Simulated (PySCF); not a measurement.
Al(Me)2(F) (C2H6AlF), SMILES [CH3][Al]([CH3])[F].

The structure is a stationary point at B3LYP-D3(BJ)/def2-SVP. The isomer is the one that the SMILES or the coordinates give; other isomers of the formula were not compared.

Two levels are set side by side: PBE/def2-TZVP (PySCF) and CAM-B3LYP/def2-TZVP (PySCF). Same geometry, gas phase. Differences are taken from unrounded values.

| quantity | PBE |
|---|---|
| orbital gap (eV) | 5.53 |
| highest occupied level (eV) | -6.64 |
| lowest empty level (eV) | -1.12 |
| dipole moment (D) | 1.89 |
| mean polarisability (bohr³) | 51.0 |

Question: These are the PBE values. What does CAM-B3LYP give? (An estimate is asked for; the answer gives what the named calculation found.)

Answer: 
| quantity | CAM-B3LYP | PBE minus CAM-B3LYP |
|---|---|---|
| orbital gap (eV) | 9.88 | -4.35 |
| highest occupied level (eV) | -9.33 | 2.69 |
| lowest empty level (eV) | 0.55 | -1.66 |
| dipole moment (D) | 1.94 | -0.05 |
| mean polarisability (bohr³) | 48.1 | 2.8 |

Without exact exchange PBE keeps part of each electron's self-repulsion, which lifts occupied levels and narrows the gap. PBE's more diffuse valence density responds more strongly to a field. Differences between two approximate levels are no errors against the true value.

Rough cost on one machine, each run with all the roots and properties that it gave: CAM-B3LYP against PBE within a factor of 2.
